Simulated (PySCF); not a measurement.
Field gradients at the hydrogen positions

Compound: C6H9F3Si.
Structure used (GFN2-xTB), in Å, numbered top down from 1:
```
atom  x, y, z in Å
C1     0.0675    2.5244   -0.1402
C2     0.0037    1.3300   -0.1352
C3    -0.0685   -0.1190   -0.0711
C4     1.1799   -0.6820    0.6164
Si5    2.7874   -0.3459   -0.3536
C6    -1.3391   -0.5486    0.6872
C7    -2.6103   -0.2371   -0.0752
F8    -3.6861   -0.7699    0.5363
F9    -2.6012   -0.7432   -1.3194
F10   -2.8638    1.0712   -0.1975
H11    0.1171    3.5716   -0.1688
H12   -0.1232   -0.5121   -1.0938
H13    1.0529   -1.7596    0.7391
H14    1.2505   -0.2585    1.6199
H15    2.6600   -0.9587   -1.6780
H16    3.8846   -0.9741    0.3840
H17    3.0071    1.0923   -0.4746
H18   -1.3276   -1.6287    0.8523
H19   -1.4007   -0.0429    1.6532
```

Level: PBE0/pcSseg-1 (PySCF, non-relativistic); Q(2H) = 0.00286 b; rigid geometry, the same for H and D, with no vibrational averaging.

Problem. Rank these positions by the coupling χzz of a deuteron there, largest first.
A. H14 (methylene hydrogen)
B. H12 (methine hydrogen)
C. H18 (methylene hydrogen)
D. H11 (alkyne hydrogen)
E. H17 (Si–H hydrogen)

Solution. D (267 kHz), A (207 kHz), C (199 kHz), B (192 kHz), E (111 kHz).

Problem. Tabulate Vzz, the asymmetry η and χzz = 234.96 MHz × Q × Vzz for every hydrogen position.

Solution. 
```tsv
atom	bonded to	bond length (Å)	Vzz (au)	η	χzz (kHz)
H11	C1	1.049	0.3968	0.00	267
H12	C3	1.097	0.2855	0.02	192
H13	C4	1.092	0.3086	0.04	207
H14	C4	1.091	0.3080	0.04	207
H15	Si5	1.465	0.1618	0.02	109
H16	Si5	1.464	0.1628	0.01	109
H17	Si5	1.460	0.1651	0.01	111
H18	C6	1.093	0.2962	0.05	199
H19	C6	1.092	0.2961	0.04	199
```

Problem. Average by the element that carries the hydrogen.

Solution. on C: 212 kHz over 6 positions, mean bond length 1.086 Å; on Si: 110 kHz over 3 positions, mean bond length 1.463 Å.

Problem. How does χzz go with the bond length over the 6 C–H bonds?

Solution. A straight-line fit has a slope of -15.0 kHz for each 0.01 Å, with a correlation coefficient of -0.99, over lengths from 1.049 to 1.097 Å. The longer bonds have the smaller couplings here.

Problem. A static deuteron (I = 1) shows a doublet split by (3/2)χ, (3/4)χ(1 + η) and (3/4)χ(1 − η) with the field along z, y and x of the gradient. What are these for H11?

Solution. With |χ| = 266.7 kHz and η = 0.002: 400, 200 and 200 kHz, to first order and without motion.

One conformer (not necessarily the lowest) at the GFN2-xTB geometry, without solvent, vibrations or thermal averaging. GFN2-xTB bond lengths can be off by several hundredths of an ångström, more for odd bonds, and the gradients follow them. With a basis this small, the couplings can be 20 % off.
